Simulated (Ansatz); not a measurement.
aluminum atom (Al), doublet; BCCD/cc-pVTZ run with Ansatz (a first-principles code).

Ansatz was given this input:
Ansatz 0.2 input:
```yaml
crystal:
  periodic: [false, false, false]
  atoms:
    - {symbol: Al, position_ang: [0.00000000, 0.00000000, 0.00000000]}
basis:
  gaussian:
    orbitals: cc-pVTZ
magnetization: {spin_polarized: true, initial_magnetization: 1}
correlation: {method: bccd}
```

It wrote (shortened):

```
Functional definition: HF
217 factors; integrals over basis functions are off by at most 5.4e-5 eV
mean field evaluation 1: about -6581.6542 eV, gradient 2.9e0 eV
mean field evaluation 2: about -6581.6547 eV, gradient 2.9e0 eV
mean field evaluation 4: about -6581.8644 eV, gradient 2.3e-1 eV
mean field evaluation 8: about -6581.8641 eV, gradient 1.3e-6 eV
mean field evaluation 16: about -6581.8640 eV, gradient 7.3e-2 eV
mean field evaluation 32: about -6581.8641 eV, gradient 4.5e-5 eV
mean field evaluation 64: about -6581.8187 eV, gradient 1.4e0 eV
mean field -6581.86413534 eV, -241.8790456260 hartree, gradient 1.5e-6 eV, S^2 0.769626; 6 other end points of the search recorded, 0 dependent functions left out
5 core orbitals not correlated
reference -6581.86413534 eV, -241.8790456260 hartree; 2, 1 occupied and 27, 28 virtual orbitals, 217 factors
second order -0.97555895 eV of doubles, -0.00000000 eV of singles
cycle   1  -1.22948765 eV  change   -2.5e-1 eV  update   6.0e-2
cycle   2  -1.37654924 eV  change   -1.5e-1 eV  update   2.8e-2
cycle   3  -1.38269185 eV  change   -6.1e-3 eV  update   5.9e-3
cycle   4  -1.38588224 eV  change   -3.2e-3 eV  update   1.3e-3
cycle   5  -1.38472574 eV  change    1.2e-3 eV  update   2.3e-4
cycle   6  -1.38519697 eV  change   -4.7e-4 eV  update   7.6e-5
cycle   7  -1.38508983 eV  change    1.1e-4 eV  update   2.4e-5
cycle   8  -1.38510025 eV  change   -1.0e-5 eV  update   5.6e-6
cycle   9  -1.38510179 eV  change   -1.5e-6 eV  update   8.9e-7
Total energy: -6583.24923713 eV, -241.9299471779 hartree
```
